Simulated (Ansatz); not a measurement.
Ansatz (an electronic-structure program) input (RI-MP2/def2-QZVPPD):
A basis named .json is the Basis Set Exchange file of that set.

Ansatz 0.2 input:
```yaml
crystal:
  periodic: [false, false, false]
  atoms:
    - {symbol: C, position_ang: [-0.00000000, -0.00000000, -1.56301822]}
    - {symbol: Br, position_ang: [0.00000000, 0.00000000, 0.26794598]}
basis:
  gaussian:
    orbitals: def2-QZVPPD.json
    fitting: {mean_field: def2-universal-jkfit, correlation: def2-QZVPPD-RIFIT.json}
total_charge: 1
magnetization: {spin_polarized: false}
correlation: {method: mp2, electrons: outside_noble_gas}
```

Output:

```
Functional definition: HF
integrals: 0.09 GiB planned
341 factors; integrals over basis functions are off by at most 1.3e0 eV
471 factors; integrals over basis functions are off by at most 1.3e1 eV
mean field: 0.35 GiB planned
mean field evaluation 1: about -71016.7548 eV, gradient 2.0e1 eV
mean field evaluation 2: about -71016.9170 eV, gradient 2.3e1 eV
mean field evaluation 4: about -71018.0082 eV, gradient 1.4e0 eV
mean field evaluation 8: about -71018.0353 eV, gradient 9.3e-7 eV
mean field -71018.03534599 eV, -2609.8646612119 hartree, gradient 9.3e-7 eV, S^2 0.000000; 0 other end points of the search recorded, 0 dependent functions left out; unrestricted orbitals would lower it
15 core orbitals not correlated
reference -71018.03534599 eV, -2609.8646612119 hartree; 5, 5 occupied and 141, 141 virtual orbitals, 471 factors
second order -8.17716870 eV of doubles, -0.00000000 eV of singles
Total energy: -71026.21251469 eV, -2610.1651666188 hartree
```

This state (charge 1, singlet) is run at the relaxed geometry of the species with charge 0 and multiplicity 2.
